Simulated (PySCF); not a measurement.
Si(H)2(Cl)(NMe2) (C2H8ClNSi), SMILES CN(C)[SiH2]Cl.

Geometry optimised at ωB97X-D3(BJ)/def2-SVP. One conformer was computed; it need not be the lowest.

Two levels are set side by side: PBE/def2-TZVP (PySCF) and ωB97X/def2-TZVP (PySCF). Same geometry, gas phase. Differences are taken from unrounded values.

```csv
quantity,PBE
orbital gap (eV),5.36
highest occupied level (eV),-5.54
lowest empty level (eV),-0.18
dipole moment (D),2.10
mean polarisability (bohr³),72.7
```

Problem. These are the PBE values. What does ωB97X give? (An estimate is asked for; the answer gives what the named calculation found.)

Solution. 
| quantity | ωB97X | PBE minus ωB97X |
|---|---|---|
| orbital gap (eV) | 11.84 | -6.48 |
| highest occupied level (eV) | -9.21 | 3.67 |
| lowest empty level (eV) | 2.63 | -2.81 |
| dipole moment (D) | 2.13 | -0.03 |
| mean polarisability (bohr³) | 68.7 | 4.0 |

Without exact exchange PBE keeps part of each electron's self-repulsion, which lifts occupied levels and narrows the gap. PBE's more diffuse valence density responds more strongly to a field. Differences between two approximate levels are no errors against the true value.

Rough cost on one machine, each run with all the roots and properties that it gave: ωB97X against PBE within a factor of 2.
